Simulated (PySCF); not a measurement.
## Correlation energy of Ar (argon, neutral)

[Ar], closed-shell 1S. All numbers are calculated (PySCF 2.14, no relativity, point nucleus, in 6-31G* (4s3p1d, 18 functions)). Frozen: [Ne]; 8 electrons correlated.

MP2 pair energies summed by pair of shells (mhartree):

```
 pair   energy  share (%)
3p-3p  -107.17       79.4
3s-3p   -21.36       15.8
3s-3s    -6.44        4.8
```

Total MP2 correlation energy: -134.98 mhartree.

Same-spin part -36.62 and opposite-spin part -98.36 mhartree; SCS-MP2 scales them by 1/3 and 6/5 to -130.24 mhartree.

```csv
level,correlation energy (mhartree)
CCSD,-147.19
(T),-1.54
CCSD(T),-148.73
```

Diagnostics: T1 = 0.0014, D1 = 0.0023, largest double amplitude 0.041.

Cost of the coupled-cluster step: 0.03 s of wall time on 1 thread of Neoverse-V2 (shared host), for 8 correlated electrons.
